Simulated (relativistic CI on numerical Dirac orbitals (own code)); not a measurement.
Co2+ in a cubic cluster: 3p photoemission with charge transfer

Computed with a charge-transfer multiplet model of a cubic metal-ligand cluster with up to 3 ligand holes, Slater and spin-orbit integrals from Dirac-Coulomb-Breit ions, Slater integrals scaled by 0.8. The parameters are those of a tetrahedral site (10Dq negative, t2 hopping the larger). The ground state mixes d7 with configurations of k ligand holes L, whose averages lie at kΔ + k(k − 1)U_dd/2; a core hole lowers each added d electron by U_cd. 20 K, Lorentzian 0.9 eV and Gaussian 0.8 eV FWHM.

Atomic integrals in eV (Slater integrals scaled, ζ unscaled), ground: F2dd 9.233, F4dd 5.731, zeta_d 0.063; with the core hole: F2dd 10.133, F4dd 6.331, zeta_d 0.070, zeta_core 1.221, F2cd 10.914, G1cd 13.498, G3cd 8.222.

Cluster parameters (eV): U_dd = 6.7, U_cd = 7.9, 10Dq = -0.2, 10Dq(ligand) = 0, V(eg) = 1.1, V(t2g) = -1.87, final-state hopping factor = 1.

```tsv
Case	n_d	d7	d8L	d9L2	d10L3	S
Δ = 2.4 eV	7.31	0.70	0.28	0.02	0.00	1.50
Δ = 4.4 eV	7.20	0.81	0.18	0.01	0.00	1.50
Δ = 5.4 eV	7.16	0.85	0.15	0.00	0.00	1.50
Δ = 6.4 eV	7.13	0.87	0.12	0.00	0.00	1.50
Δ = 7.4 eV	7.11	0.89	0.10	0.00	0.00	1.50
```

Weights, n_d and S are thermal averages at 20 K. Binding energies count from the first peak over 30 % of the highest in each spectrum, which can be another peak from case to case. The parameters are a model scan and need not match a compound or its usual spin state. Peaks in eV (height, largest 100):
- Δ = 2.4 eV: 0.0 (100), 5.8 (74), 10.6 (39), 12.7 (26), 15.8 (27), 18.7 (20), 22.4 (18), 25.9 (22)
- Δ = 4.4 eV: 0.0 (100), 4.8 (79), 8.8 (44), 13.0 (31), 16.8 (33), 20.9 (25), 23.7 (19)
- Δ = 5.4 eV: 0.0 (100), 4.8 (77), 9.1 (39), 13.3 (27), 17.4 (32), 21.5 (29), 24.3 (15)
- Δ = 6.4 eV: 0.0 (100), 4.8 (70), 6.7 (40), 9.5 (33), 12.3 (20), 13.5 (20), 18.0 (30), 22.0 (28), 25.0 (7)
- Δ = 7.4 eV: 0.0 (100), 2.7 (58), 5.0 (60), 7.3 (38), 9.9 (29), 12.7 (19), 14.3 (15), 16.8 (22), 18.9 (26), 22.6 (22)

Curve for Δ = 7.4 eV (points under 2 left out, the grid thinned):

| E (eV) | Intensity |
| --- | --- |
| -4.0 | 2.9 |
| -3.3 | 4.0 |
| -2.6 | 6.0 |
| -1.9 | 10.6 |
| -1.2 | 25.8 |
| -0.5 | 74.4 |
| 0.2 | 98.1 |
| 0.9 | 71.0 |
| 1.7 | 56.1 |
| 2.4 | 57.3 |
| 3.1 | 55.4 |
| 3.8 | 46.2 |
| 4.5 | 52.7 |
| 5.2 | 58.3 |
| 5.9 | 42.3 |
| 6.6 | 33.7 |
| 7.3 | 37.5 |
| 8.0 | 29.6 |
| 8.7 | 22.8 |
| 9.4 | 25.0 |
| 10.1 | 28.1 |
| 10.8 | 20.1 |
| 11.6 | 14.8 |
| 12.3 | 17.8 |
| 13.0 | 18.0 |
| 13.7 | 14.8 |
| 14.4 | 15.5 |
| 15.1 | 14.9 |
| 15.8 | 16.2 |
| 16.5 | 21.2 |
| 17.2 | 20.8 |
| 17.9 | 20.3 |
| 18.6 | 24.5 |
| 19.3 | 23.3 |
| 20.0 | 13.9 |
| 20.7 | 8.9 |
| 21.4 | 10.9 |
| 22.2 | 19.6 |
| 22.9 | 19.2 |
| 23.6 | 8.1 |
| 24.3 | 4.0 |
| 25.0 | 3.0 |
| 25.7 | 2.8 |
| 26.4 | 3.0 |
| 27.1 | 2.0 |

For the case Δ = 5.4 eV, Δ = 5.4 eV is smaller than U_dd = 6.7 eV, the charge-transfer side of the Zaanen-Sawatzky-Allen scheme. With the core hole the configuration with one ligand hole lies at Δ − U_cd = -5.5, -3.5, -2.5, -1.5, -0.5 eV from the one without, in the order of the table; where this is negative the screened configuration lies lower, though the effective hopping of about 3.1 eV (from the holes of the mixed ground state) mixes the two strongly wherever it is as large as the gap.
